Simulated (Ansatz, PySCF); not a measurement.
System: AlH₂, net charge 1, singlet state. SMILES: [AlH2+]
Coordinates optimised at B3LYP-D3(BJ)/def2-TZVP (Ansatz, a program for electronic structure):
```xyz
3

Al     0.0000     0.0000     0.0000
H      0.0000     0.0000     1.5491
H      0.0000     0.0000    -1.5491
```
Charge +1, spin multiplicity 1.

Property: vertical electron affinity to the doublet, in eV. Conventions: each state is the SCF solution reached for its charge and spin; valence correlation only; no dispersion term unless named; 6-311+G** with 5d, 6d on Na to Ar in Ansatz; non-relativistic; 6-31G* and kin with 6d, 5d where marked; spin-orbit terms left out; open shells spin-unrestricted. Ab initio and DFT rows: single points at B3LYP-D3(BJ) geometries (Ansatz). The spin state of an ion or metal species was assumed, not searched.

```tsv
level	program	vertical electron affinity to the doublet (eV)
HF/6-31G*	Ansatz	5.56
HF/6-311+G**	Ansatz	5.56
PBE/6-31G*	Ansatz	6.28
B3LYP/6-31G*	Ansatz	6.20
M06-2X/6-31G* (5d)	PySCF	6.12
MP2/6-31G*	Ansatz	5.71
wB97X-V/def2-TZVPD	Ansatz	5.97
```

No value to compare with is used here. The 6 habitual levels span 5.56 (HF/6-31G*) to 6.28 eV (PBE/6-31G*); wB97X-V/def2-TZVPD gives 5.97.

The levels are drawn from those run, B3LYP/6-31G* more often than the rest, none by its result; left out are runs that failed, that the program found above a lower state of the same kind, or whose <S^2> lies over 0.5 above the pure value.
